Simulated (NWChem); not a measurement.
C2H3BO3; SMILES C1OB(O1)C=O

```xyz
9

O     -0.5140     2.3551     0.1867
C      0.3746     1.5413     0.2763
B      0.1177    -0.0189     0.1013
O     -1.0282    -0.7338    -0.1610
C     -0.1557    -1.8515    -0.0991
O      1.0031    -1.0742     0.1712
H      1.4271     1.8750     0.4902
H     -0.4045    -2.5355     0.7282
H     -0.0871    -2.3860    -1.0603
```
Atoms are numbered in this order, from 1.

Results from NWChem. Coordinates come from a PBE0/def2-SVP optimisation. Atomic charges in e: unrestrained fits to the electrostatic potential beside Mulliken populations; buried atoms are poorly determined by the fit.

**Question.** What does the run give for B3LYP/def2-SVP? Quantities: ESP O1; Mulliken O1; ESP C2; Mulliken C2; ESP B3; Mulliken B3; ESP O4; Mulliken O4; ESP C5; Mulliken C5; relative RMS misfit of the potential (%).

**Answer.** 
- ESP O1: -0.39
- Mulliken O1: -0.20
- ESP C2: 0.32
- Mulliken C2: 0.20
- ESP B3: 0.58
- Mulliken B3: -0.09
- ESP O4: -0.55
- Mulliken O4: -0.22
- ESP C5: 0.69
- Mulliken C5: 0.43
- relative RMS misfit of the potential (%): 20
